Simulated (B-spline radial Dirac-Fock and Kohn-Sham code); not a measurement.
# Two-hole binding energies of Zr²⁺

System: Zr²⁺ in the configuration [Kr] 4d2, inside a Watson sphere of charge -2 and radius 2.4 Å (a model of the Madelung potential; inside it an electron's potential energy is raised by 12.0 eV).

Input of the calculation (task.json; shells as n, l, electrons):

```json
{"items": [{
  "Z": 40,
  "q": 2,
  "cfg": [[1, 0, 2], [2, 0, 2], [2, 1, 6], [3, 0, 2], [3, 1, 6], [3, 2, 10], [4, 0, 2], [4, 1, 6], [4, 2, 2]],
  "A": 90,
  "rrms": 4.2694,
  "watson": [-2, 2.4],
  "do": ["binding", "quiet", "double"]
}]}
```

Command: `python xray_run.py task.json out`

The computed values come from a B-spline atomic structure program: ΔSCF Dirac-Fock with Breit, self-energy and vacuum polarisation, finite nucleus, configuration average. U is the two-hole binding energy less the two single-hole energies, the effective repulsion of the holes after relaxation. Each two-hole energy is an average over J within one jj subconfiguration.

```
          holes  E(a) (eV)  E(b) (eV)  E(ab) (eV)  U (eV)
           1s⁻²    18010.2    18010.2     36627.2   606.7
   1s⁻¹ 3p1/2⁻¹    18010.2      360.5     18419.2    48.5
   1s⁻¹ 3p3/2⁻¹    18010.2      346.7     18403.7    46.8
   2s⁻¹ 2p1/2⁻¹     2550.9     2321.2      4962.5    90.4
        2p1/2⁻²     2321.2     2321.2           ?       ?
2p1/2⁻¹ 2p3/2⁻¹     2321.2     2236.7      4667.0   109.1
   2s⁻¹ 3p3/2⁻¹     2550.9      346.7      2938.9    41.3
   2p1/2⁻¹ 3s⁻¹     2321.2      446.6      2809.5    41.7
   2s⁻¹ 3d3/2⁻¹     2550.9      195.0      2788.7    42.8
   2p3/2⁻¹ 3s⁻¹     2236.7      446.6      2724.9    41.6
2p1/2⁻¹ 3p3/2⁻¹     2321.2      346.7      2710.4    42.6
2p1/2⁻¹ 3d5/2⁻¹     2321.2      192.6      2557.0    43.2
        3p3/2⁻²      346.7      346.7       726.9    33.6
3d3/2⁻¹ 3d5/2⁻¹      195.0      192.6       422.9    35.3
```

Q: Give the missing two-hole energy and U.

A: E(ab) = 4762.5 eV and U = 120.1 eV.
